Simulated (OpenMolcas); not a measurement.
## neutral silicon: Slater's ratio, worked from levels

```yaml
Program: OpenMolcas
Basis: ANO-RCC-VQZP [6s5p3d2f1g]
Scalar_Hamiltonian: DKH2, point nucleus
Active_space: 2 electrons in 9 orbitals (RAS2 3p; RAS3 3d 4s, at most 1 electron)
State_averaging: 2S+1 = 3 even, 3 roots; 2S+1 = 1 even, 6 roots; 2S+1 = 3 odd, 18 roots; 2S+1 = 1 odd, 8 roots
Spin-orbit_coupling: state interaction with AMFI integrals over the reference wave functions, term energies averaged over their components
```

Methods: RASSCF; MS-RASPT2, IPEA 0.25 Eh, imaginary shift 0.1 Eh (closed shells correlated: 2s 2p 3s). Measured levels: NIST Handbook of Basic Atomic Spectroscopic Data.

**Slater's ratio.** With one set of orbitals, p2 has 1D - 3P = 6 F2 and 1S - 1D = 9 F2 (F2 = F²/25), a ratio of 3/2. Term energies are centres of gravity, weighted by 2J + 1.

```
   Source  1D - 3P  1S - 3P  F2 from the first  Ratio
   RASSCF     8605    21174               1434  1.461
MS-RASPT2     5967    19166                994  2.212
 measured     6149    15245               1025  1.479
```

Energies in cm-1. A ratio away from 3/2 shows effects beyond one configuration with one set of orbitals, and in heavier atoms second-order spin-orbit shifts.

CASPT2 breaks the degeneracy within a term, and the mean is taken; among the terms shown or strongly mixed into the levels shown the widest spread is 130 cm-1 (3s2 3p2 1D, MS-RASPT2). With the s shell closed, the reference lacks s² → p² mixing. Without dynamic correlation excited terms often stand tens of per cent too high (terms of higher spin than the ground term too low), and those without a measured partner can miss by more than the paired ones (holds for RASSCF). Some terms miss by over 15 % even with CASPT2, which points to a basis or an active space too small for the shells correlated (holds for MS-RASPT2). Measured partners are found by configuration, term and J. A level has none where our copy of the source lacks it or the pairing is in doubt (some pairs that miss far off the trend of their configuration count as doubtful), and it then counts in no deviation. Levels of configurations outside the active space are missing.
